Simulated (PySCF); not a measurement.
A small calculation by hand: entropy of an ideal gas

BrHSSi, SMILES S[Si]Br (connectivity only; charge and spin as stated), neutral, multiplicity 1.

Coordinates come from a B3LYP-D3(BJ)/def2-TZVP optimisation. One conformer was computed; it need not be the lowest.

PySCF with B3LYP-D3(BJ)/def2-TZVP gives the harmonic wavenumbers 148, 379, 396, 492, 756, 2646 cm⁻¹ and the rotational temperatures 0.5400, 0.0864, 0.0744 K. The molar mass is 141.06 g/mol, the symmetry number 1, the spin multiplicity 1.

### Question
Work out the entropy at 298.15 K and 1 atm in the rigid-rotor, harmonic-oscillator model.

### Answer

Translation (Sackur–Tetrode at 1 atm): S = R[1.5 ln M + 2.5 ln T − 1.16487] = 170.5 J/(mol K).
Rotation: q = (√π/σ) T^1.5/√(θA θB θC) = 155000, S = R[ln q + 3/2] = 111.8 J/(mol K).
Vibration: with u = 1.4388 ν/T, each mode gives R[u/(e^u − 1) − ln(1 − e^−u)]:
```csv
ν (cm⁻¹),modes,u,S (J/(mol K))
148,1,0.71,11.29
379,1,1.83,4.36
396,1,1.91,4.09
492,1,2.37,2.84
756,1,3.65,1.03
```
The stiffer modes add less than 0.005 each. Sum 23.6 J/(mol K).
Spin: R ln 1 = 0.0 J/(mol K).
Total 305.9 J/(mol K); the program's own thermochemistry gives 305.9. Translation makes up 56 % and vibration 8 %. Anharmonicity, hindered rotation and orbital degeneracy are left out.
